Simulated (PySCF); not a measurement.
## Vibration and rotation of BTe⁺

UHF-CCSD(T) constants of BTe⁺, ³Π (triplet), unpaired electrons σ ↑, π ↑ (basis B x2c-SVPall, Te x2c-SVPall; spin-free X2C with a Gaussian nucleus; PySCF 2.14; masses 11.0093 and 129.9062 u):

```
ωe            : 657.2 cm⁻¹
ωexe          : 5.26 cm⁻¹
Be            : 0.38515 cm⁻¹
αe            : 0.00338 cm⁻¹
De to B⁺ + Te : 2.38 eV
```

(1) What force constant and bond length do these constants imply?

(2) Estimate the centrifugal constant D from the Kratzer relation and find the Dunham coefficient a1.

Correlated steps freeze 19 core orbitals. Correlated levels converge slowly with the basis: in double zeta they bind strong bonds too weakly, by up to about 1 eV, and carry superposition errors of some tenths. These are scalar-relativistic numbers at best; spin–orbit coupling would shift them, the dissociation energy most. For an ion De counts to the pair picked by the measured ionisation energies or electron affinities, which need not be the lowest pair at this level. The state is the lowest determinant that a PBE0 search found; another state may lie lower at other levels.

Answers

(1) Reduced mass μred = 10.149 u; k = 5.8918×10⁻⁷·μred·ωe² (u, cm⁻¹, mdyn/Å) = 2.58 mdyn/Å; Re = √(16.8576/(μred·Be)) (u, cm⁻¹, Å) = 2.077 Å.

(2) D = 4Be³/ωe² = 5.29e-07 cm⁻¹; a1 = −1 − αeωe/(6Be²) = -3.50.
